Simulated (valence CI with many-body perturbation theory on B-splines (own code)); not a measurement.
Mn+: configurations and terms from energies and g

Calculated by configuration interaction combined with many-body perturbation theory (CI+MBPT): six valence electrons over a frozen Dirac-Fock core [Ar], a basis of 7 s, 7 p, 8 d, 6 f, 4 g, 1 h functions for each j, with the one-electron correlation potential Σ1 (screened to all orders), the two-electron term Σ2, the three-electron term Σ3, Breit, model QED; selected single and double excitations, second order for the rest, scaled by the run's own slope (own B-spline code, finite nucleus).

Against 11 measured levels this calculation errs by 2032 cm⁻¹ on average and by 3903 at most. These come from a selection out of the NIST Handbook of Basic Atomic Spectroscopic Data. Levels without a partner in it may be off by more, other configurations by 1,000 to 4,000 cm⁻¹. Among the levels kept, up to 3200 cm⁻¹ of a level comes from second order outside the variational space, and about a tenth of that is noise between levels of different J, which matters for small intervals. Only levels of the ground parity were solved; by the run's estimate the other parity begins above the list, which can be wrong where configurations are misplaced.

```tsv
No.	J	Parity	E (eV)	g
1	3	even	0.0000	2.002
2	2	even	1.154	2.002
3	4	even	2.257	1.501
4	3	even	2.285	1.501
5	2	even	2.309	1.501
6	1	even	2.326	1.501
8	4	even	3.344	1.150
9	5	even	3.347	1.267
10	3	even	3.348	0.916
11	6	even	3.350	1.334
12	2	even	3.350	0.332
13	3	even	3.746	1.662
14	2	even	3.751	1.825
15	1	even	3.761	2.491
```

Energies count from the lowest level. Strongly mixed levels and levels close to another of their J and parity, and those with J = 0 are left out, so the numbers can have gaps.

(1) Give configuration and LS term of each level.

Results:

(1) 1: 3d5.4s 7S; 2: 3d5.4s 5S; 3: 3d6 5D; 4: 3d6 5D; 5: 3d6 5D; 6: 3d6 5D; 8: 3d5.4s 5G; 9: 3d5.4s 5G; 10: 3d5.4s 5G; 11: 3d5.4s 5G; 12: 3d5.4s 5G; 13: 3d5.4s 5P; 14: 3d5.4s 5P; 15: 3d5.4s 5P.
